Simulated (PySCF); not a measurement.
chlorotrifluoromethane (CClF3), singlet, at a GFN2-xTB geometry; PySCF with PBE0-D3BJM/6-31G**.

The PySCF input:
```python
from pyscf import gto, scf, dft

mol = gto.Mole()
mol.atom = '''
    F    -0.86134566   -0.63254016   -1.02874238
    C    -0.35035604   -0.00774362    0.01889747
    F    -0.84407447    1.21875581    0.05006863
    F    -0.74576507   -0.64039210    1.11088556
    Cl    1.42134135    0.03141469   -0.07666418
'''
mol.basis = '6-31g**'
mol.verbose = 4
mol.build()

mf = dft.RKS(mol)
mf.xc = 'pbe0'
mf.disp = 'd3bjm'
mf.kernel()
```

What the program printed (banner, timings and long lists left out):

```
PySCF version 2.14.0

[INPUT] verbose = 4
[INPUT] num. atoms = 5
[INPUT] num. electrons = 50
[INPUT] charge = 0
[INPUT] spin (= nelec alpha-beta = 2S) = 0
[INPUT] symmetry False subgroup None
[INPUT] Mole.unit = angstrom
[INPUT] Symbol           X                Y                Z      unit          X                Y                Z       unit  Magmom
[INPUT]  1 F     -0.861345660000  -0.632540160000  -1.028742380000 AA   -1.627707395983  -1.195327665189  -1.944041350933 Bohr   0.0
[INPUT]  2 C     -0.350356040000  -0.007743620000   0.018897470000 AA   -0.662076961687  -0.014633321013   0.035711042747 Bohr   0.0
[INPUT]  3 F     -0.844074470000   1.218755810000   0.050068630000 AA   -1.595069577037   2.303114693622   0.094615998132 Bohr   0.0
[INPUT]  4 F     -0.745765070000  -0.640392100000   1.110885560000 AA   -1.409291735567  -1.210165681335   2.099269464134 Bohr   0.0
[INPUT]  5 Cl     1.421341350000   0.031414690000  -0.076664180000 AA    2.685945881020   0.059365160388  -0.144874303764 Bohr   0.0

nuclear repulsion = 250.095095447637
number of shells = 32
number of NR pGTOs = 159
number of NR cGTOs = 74
basis = 6-31g**
ecp = {}

******** <class 'pyscf.dft.rks.RKS'> ********
method = RKS
initial guess = minao
damping factor = 0
level_shift factor = 0
DIIS = <class 'pyscf.scf.diis.CDIIS'>
diis_start_cycle = 1
diis_space = 8
diis_damp = 0
SCF conv_tol = 1e-09
SCF conv_tol_grad = None
SCF max_cycles = 50
direct_scf = True
direct_scf_tol = 1e-13
XC library pyscf.dft.libxc version 7.1.2
    S. Lehtola, C. Steigemann, M. J. T. Oliveira, and M. A. L. Marques,  SoftwareX 7, 1–5 (2018)
XC functionals = pbe0
    C. Adamo and V. Barone,  J. Chem. Phys. 110, 6158 (1999)
    M. Ernzerhof and G. E. Scuseria,  J. Chem. Phys. 110, 5029 (1999)
radial grids:
    Treutler-Ahlrichs [JCP 102, 346 (1995); DOI:10.1063/1.469408] (M4) radial grids

becke partition: Becke, JCP 88, 2547 (1988); DOI:10.1063/1.454033
pruning grids: <function nwchem_prune>
grids dens level: 3
symmetrized grids: False
atomic radii adjust function: <function treutler_atomic_radii_adjust>
small_rho_cutoff = 0
Set gradient conv threshold to 3.16228e-05
Initial guess from minao.
tot grids = 75784
Calc dispersion correction with DFTD3.
Parameters: xc=pbe0, version=d3bjm, atm=False
init E= -798.055948176445
  HOMO = -0.377343294458129  LUMO = 0.0107707178306478  gap/eV = 10.56112
cycle= 1 E= -797.166017058263  delta_E= 0.89  |g|= 0.958  |ddm|=  2.3
  HOMO = -0.357130461396198  LUMO = -0.0753551188626602  gap/eV = 7.66750
cycle= 2 E= -796.950299199146  delta_E= 0.216  |g|= 1.52  |ddm|= 1.43
  HOMO = -0.357993167107772  LUMO = 0.00713179177466117  gap/eV = 9.93556
cycle= 3 E= -797.336115320582  delta_E= -0.386  |g|= 0.0252  |ddm|= 0.881
  HOMO = -0.364924000412623  LUMO = 0.00371543096031512  gap/eV = 10.03119
cycle= 4 E= -797.33622384181  delta_E= -0.000109  |g|= 0.0123  |ddm|= 0.0416
  HOMO = -0.362174818362232  LUMO = 0.0064549120867845  gap/eV = 10.03093
cycle= 5 E= -797.336262873374  delta_E= -3.9e-05  |g|= 0.00106  |ddm|= 0.016
  HOMO = -0.362334575801752  LUMO = 0.00636301300780717  gap/eV = 10.03277
cycle= 6 E= -797.336263107242  delta_E= -2.34e-07  |g|= 0.000167  |ddm|= 0.00116
  HOMO = -0.36233711353794  LUMO = 0.00635188414711818  gap/eV = 10.03254
cycle= 7 E= -797.336263112319  delta_E= -5.08e-09  |g|= 4.24e-05  |ddm|= 0.000163
  HOMO = -0.362335423846382  LUMO = 0.00634795140564259  gap/eV = 10.03239
cycle= 8 E= -797.33626311267  delta_E= -3.51e-10  |g|= 1.28e-05  |ddm|= 4.95e-05
  HOMO = -0.362338665190529  LUMO = 0.00634766392700881  gap/eV = 10.03247
Extra cycle  E= -797.336263112653  delta_E= 1.71e-11  |g|= 1.47e-05  |ddm|= 3.17e-05
converged SCF energy = -797.336263112653
```
